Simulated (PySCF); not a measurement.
How methods differ on the excitation energy of Sc⁺

Sc⁺ [Ar] 3d1 4s1 (3D) → Sc⁺ [Ar] 3d1 4p1 (high-spin determinant), as a difference of total energies. Computed with PySCF 2.14 in aug-cc-pVTZ with one added diffuse shell each of s, p, d, f, g type (9s8p6d4f3g, 118 functions), with no relativity, point nucleus. Correlated levels: valence: [Ar] frozen. The calculations carry no spin-orbit coupling.

```csv
method,excitation energy (eV)
UHF,3.171
LDA,3.300
PBE,3.153
PBE0,3.160
r2SCAN,3.179
M06,2.983
r2SCAN0,3.220
PBEsol,3.165
MP2 (valence),3.208
SCS-MP2 (valence),3.184
```

Q: How much does correlation contribute at MP2 (valence)?

A: 3.208 − (3.171) = 0.037 eV, measured against UHF.

A first-order spin-orbit estimate (lowest level to lowest level, LS coupling) adds -0.010 eV.

The determinant of the upper state mixes LS terms, which raises its energy above the lowest term, most at the Hartree-Fock and MP2 levels.
